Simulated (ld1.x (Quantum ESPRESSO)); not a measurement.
**Which change was made? (Nd, RRKJ)**

```
Element                 : neodymium (Nd)
Generator               : ld1.x (Quantum ESPRESSO) 7.5
Type                    : norm-conserving RRKJ (Kleinman–Bylander form)
Functional              : BP86
Relativity              : scalar-relativistic
Frozen core             : [Kr] 4d10
Valence charge          : 14
Reference configuration : 4f4 5s2 5p6 5d0 6s2 6p0
Partial waves           : 5p (bound): rc 2.45 bohr; 5d (bound, empty): rc 2.80 bohr; 4f (bound): rc 1.25 bohr; 5s (bound): rc 2.25 bohr
Local potential         : the s channel
Core correction         : none
```

Occupied shells without a wave of their own: 6s. They enter only through the test configuration that unscreens the potential.

Cutoffs, loose and tight: the cutoffs (Ry, on a coarse ladder) from which the occupation-weighted sum of valence levels, in a spherical-Bessel basis at the reference potential, stays within 10 and 1 mRy of its value at 400 Ry. They do not see the model core or the augmentation charge, which bear on the density cutoff. Test errors are all-electron minus pseudo excitation energies from the reference, over the configurations 4f4 5s2 5p6 5d0 6s1 6p0; 4f4 5s2 5p6 5d0 6s0 6p0; 4f3 5s2 5p6 5d0 6s0 6p0; 4f4 5s2 5p6 5d0 6s0 6p2; 4f3 5s2 5p6 5d1 6s2 6p0; 4f5 5s2 5p6 5d0 6s0 6p0; 4f4 5s2 5p6 5d1 6s0 6p0; variants that change the core or the reference have their own tests.

The base gives: outcome: generated, misses its reference levels by 0.61 eV; cutoff, loose: 140 Ry; cutoff, tight: 200 Ry; bound ghosts: none; largest test error (meV): no test is counted, since the test run did not reproduce the reference configuration.

Q: After one change the result is: outcome: generated, misses its reference levels by 0.99 eV; cutoff, loose: 140 Ry; cutoff, tight: 200 Ry; bound ghosts: none; largest test error (meV): +983. Which change was it?
A. core [Xe] 4f3, valence charge 3; reference 5d1 6s2 6p0; waves now 6p (bound): rc 3.85 bohr; 5d (bound): rc 3.30 bohr; 6s (bound): rc 3.20 bohr; core correction a·sin(br)/r model core, default radius (core density twice the valence density)
B. functional LDA (PZ)
C. reference 4f4 5s2 5p6 5d0 6s0.5 6p0

A: C. The others give: core [Xe] 4f3, valence charge 3; reference 5d1 6s2 6p0; waves now 6p (bound): rc 3.85 bohr; 5d (bound): rc 3.30 bohr; 6s (bound): rc 3.20 bohr; core correction a·sin(br)/r model core, default radius (core density twice the valence density) → outcome: generated; cutoff, loose: 10 Ry; cutoff, tight: 15 Ry; bound ghosts: none; largest test error (meV): -73 | functional LDA (PZ) → outcome: generated, misses its reference levels by 0.64 eV; cutoff, loose: 140 Ry; cutoff, tight: 200 Ry; bound ghosts: none; largest test error (meV): no test is counted, since the test run did not reproduce the reference configuration.
